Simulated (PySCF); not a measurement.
B(Cl)(OH)(OSiH3), SMILES OB(Cl)O[SiH3] (H₄BClO₂Si), CAM-B3LYP/def2-SVP optimised geometry.

```
9

B     -0.23     1.07     0.04
Cl    -1.38     2.43     0.00
O      1.10     1.31     0.12
H      1.32     2.25     0.15
O     -0.70    -0.18     0.00
Si    -0.11    -1.75     0.00
H      1.38    -1.75     0.00
H     -0.62    -2.43    -1.22
H     -0.62    -2.43     1.21
```

Density from PySCF with CAM-B3LYP/def2-TZVP at that geometry.

Minimum of the electron density along straight lines between bonded atoms, close to the bond critical point (lines longer than 1.1 times the sum of covalent radii, or with two minima, are not listed):

```csv
bond,length / Å,ρ at the minimum / e bohr⁻³,∇²ρ there / e bohr⁻⁵,position (fraction from the first atom)
B1–Cl2,1.783,0.146,-0.09,0.30
B1–O3,1.351,0.220,0.93,0.33
O3–H4,0.963,0.354,-2.45,0.81
B1–O5,1.341,0.219,0.96,0.34
O5–Si6,1.672,0.126,0.73,0.59
Si6–H7,1.485,0.125,0.13,0.49
Si6–H8,1.484,0.125,0.13,0.49
Si6–H9,1.484,0.125,0.13,0.49
```
